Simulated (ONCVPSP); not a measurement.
## Which change was made? (C, ONCV)

- Element: carbon
- Generator: ONCVPSP 4.0.1
- Type: optimised norm-conserving Vanderbilt (ONCV)
- Functional: PW91
- Relativity: scalar-relativistic
- Frozen core: [He]
- Valence charge: 4
- Reference configuration: 2s2 2p1 (charge +1)
- Partial waves: 2s: rc 1.15 bohr, ncon 3, nbas 6, qcut 6.6 1/bohr, 2 projectors, debl 2.6 Ha; 2p: rc 2.65 bohr, ncon 4, nbas 7, qcut 5.5 1/bohr, 2 projectors, debl 2.8 Ha; d scattering state at 0.32 Ha: rc 2.50 bohr, ncon 4, nbas 8, qcut 4.3 1/bohr, 1 projector
- Local potential: polynomial inside 1.00 bohr (lpopt 3, dvloc0 2 Ha)
- Core correction: Teter function, fcfact 6, rcfact 1.3

Cutoffs, loose and tight: the cutoffs (Ha) at which the residual kinetic energy of the hardest occupied pseudo-wave falls to 1 and 0.1 mHa per electron. They do not see the model core or the augmentation charge, which bear on the density cutoff. Test errors are all-electron minus pseudo excitation energies from the reference, over the configurations 2s2 2p2; 2s2 2p0; 2s1 2p0; 2s1 2p2; variants that change the core or the reference have their own tests.

The base gives: outcome: generated; cutoff, loose: 18 Ha; cutoff, tight: 34 Ha; bound ghosts: none; GHOST(+) flags above zero: none; largest test error (meV): +857.

(1) After one change the result is: outcome: generated, projector energies reset by the program; cutoff, loose: 18 Ha; cutoff, tight: 34 Ha; bound ghosts: none; GHOST(+) flags above zero: none; largest test error (meV): +857. Which change was it?
A. d: rc 3.34
B. p: qcut 3.7
C. s: qcut 9.9

## Answers

(1) A. The others give: p: qcut 3.7 → outcome: generated; cutoff, loose: 18 Ha; cutoff, tight: 34 Ha; bound ghosts: none; GHOST(+) flags above zero: none; largest test error (meV): +1391 | s: qcut 9.9 → outcome: generated; cutoff, loose: 24 Ha; cutoff, tight: 32 Ha; bound ghosts: none; GHOST(+) flags above zero: none; largest test error (meV): +868.
